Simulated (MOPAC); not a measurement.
Input for MOPAC: AM1 on ClGaH2 (SMILES [Cl][GaH2]), a point of a bond scan (R = 1.401 Å).

```
AM1 1SCF PRECISE CHARGE=0 THREADS=1
ClGaH2

Ga    -0.00289679 1    -0.23188832 1    -0.67116797 1
H     -1.26848354 1    -0.30385116 1    -1.26822317 1
H      1.39793515 1    -0.58224349 1    -1.25325605 1
Cl     0.00593939 1     0.47544872 1     1.37611916 1
```

Program output:

```
*******************************************************************************
 **                                                                           **
 **                              MOPAC v23.2.5                                **
 **                                                                           **
 *******************************************************************************
 ** MOPAC's Digital Object Identifier: https://doi.org/10.5281/zenodo.6511958 **
 **                                                                           **
 ** Please cite the open-source release paper for use of this MOPAC version:  **
 ** J. E. Moussa and J. J. P. Stewart (2026)                                  **
 ** MOPAC: An open-source semiempirical molecular orbital program             **
 ** J. Open Source Softw., 11(119), 8025, https://doi.org/10.21105/joss.08025 **
 *******************************************************************************

                              AM1 CALCULATION RESULTS

 *******************************************************************************
 *  AM1        - The AM1 Hamiltonian to be used
 *
 *
 *
 *                 CHARGE ON SYSTEM = 0
 *
 *
 *
 *  PRECISE    - TIGHTER CRITERIA TO BE USED
 *  1SCF       - DO 1 SCF AND THEN STOP
 *  THREADS=1  - MULTI-THREADING NOT USED
 *  T=         - A TIME OF 172800.0 SECONDS REQUESTED
 *  DUMP=N     - RESTART FILE WRITTEN EVERY 7200.0 SECONDS REQUESTED
 *******************************************************************************
AM1 1SCF PRECISE CHARGE=0 THREADS=1
 ClGaH2

   ATOM   CHEMICAL          X               Y               Z
  NUMBER   SYMBOL      (ANGSTROMS)     (ANGSTROMS)     (ANGSTROMS)

     1      Ga         -0.00289679  *  -0.23188832  *  -0.67116797  *
     2       H         -1.26848354  *  -0.30385116  *  -1.26822317  *
     3       H          1.39793515  *  -0.58224349  *  -1.25325605  *
     4      Cl          0.00593939  *   0.47544872  *   1.37611916  *



          CARTESIAN COORDINATES

    NO.       ATOM           X           Y           Z

     1        Ga         -0.0029     -0.2319     -0.6712
     2         H         -1.2685     -0.3039     -1.2682
     3         H          1.3979     -0.5822     -1.2533
     4        Cl          0.0059      0.4754      1.3761

  H: (AM1): M.J.S. DEWAR ET AL, J. AM. CHEM. SOC. 107 3902-3909 (1985)
 Cl: (AM1): M.J.S. DEWAR AND E. G. ZOEBISCH, THEOCHEM, 180, 1 (1988).
 Ga: (AM1): J. J. P. STEWART, J. MOL. MOD., 10, 155-164 (2004)

           Empirical Formula: H2 Ga Cl  =     4 atoms



      MOLECULAR POINT GROUP   :   C2v


      RHF CALCULATION, NO. OF DOUBLY OCCUPIED LEVELS = 6


 -------------------------------------------------------------------------------
 AM1 1SCF PRECISE CHARGE=0 THREADS=1
 ClGaH2



     1SCF WAS SPECIFIED, SO BFGS WAS NOT USED
     SCF FIELD WAS ACHIEVED


                              AM1 CALCULATION
                                                       MOPAC v23.2.5 Linux




          FINAL HEAT OF FORMATION =          4.33905 KCAL/MOL =      18.15460 KJ/MOL


          COSMO AREA              =         88.79 SQUARE ANGSTROMS
          COSMO VOLUME            =         71.81 CUBIC ANGSTROMS

          IONIZATION POTENTIAL    =         11.381767 EV
          HOMO LUMO ENERGIES (EV) =        -11.382 -2.104
          NO. OF FILLED LEVELS    =          6
          MOLECULAR WEIGHT        =        107.2038         POINT GROUP:  C2v

          MOLECULAR DIMENSIONS (Angstroms)

            Atom       Atom       Distance
           Cl     4    H     3     3.15753
            H     2   Cl     4     2.36839
            H     3   Ga     1     0.00000


          SCF CALCULATIONS        =          1





   ATOM   CHEMICAL          X               Y               Z
  NUMBER   SYMBOL      (ANGSTROMS)     (ANGSTROMS)     (ANGSTROMS)

     1      Ga         -0.00289679  *  -0.23188832  *  -0.67116797  *
     2       H         -1.26848354  *  -0.30385116  *  -1.26822317  *
     3       H          1.39793515  *  -0.58224349  *  -1.25325605  *
     4      Cl          0.00593939  *   0.47544872  *   1.37611916  *

                             CARTESIAN COORDINATES

   1   Ga       -0.002896790    -0.231888320    -0.671167970
   2    H       -1.268483540    -0.303851160    -1.268223170
   3    H        1.397935150    -0.582243490    -1.253256050
   4   Cl        0.005939390     0.475448720     1.376119160


           Empirical Formula: H2 Ga Cl  =     4 atoms



      MOLECULAR POINT GROUP   :   C2v


                  EIGENVALUES
 -36.43174 -15.13381 -13.95304 -12.35556 -11.73275 -11.38177  -2.10389  -0.98611
   0.14854   0.62267


              NET ATOMIC CHARGES AND DIPOLE CONTRIBUTIONS

  ATOM NO.   TYPE          CHARGE      No. of ELECS.   s-Pop       p-Pop
    1         Ga           0.354418        2.6456     0.36717     2.27841
    2          H          -0.065980        1.0660     1.06598
    3          H          -0.028733        1.0287     1.02873
    4         Cl          -0.259704        7.2597     1.97867     5.28103
 DIPOLE           X         Y         Z       TOTAL
 POINT-CHG.     0.197    -0.811    -2.284     2.432
 HYBRID         0.012     0.018     0.055     0.059
 SUM            0.209    -0.794    -2.229     2.376


          ATOMIC ORBITAL ELECTRON POPULATIONS

     Atom    s        px        py        pz
    1 Ga   0.36717   1.13347   0.32845   0.81648
    2  H   1.06598
    3  H   1.02873
    4 Cl   1.97867   1.96814   1.73018   1.58272

 **********************
 *                    *
 * JOB ENDED NORMALLY *
 *                    *
 **********************




 == MOPAC DONE ==
```

The run finished.

Cost: very roughly 0.03 core-seconds.
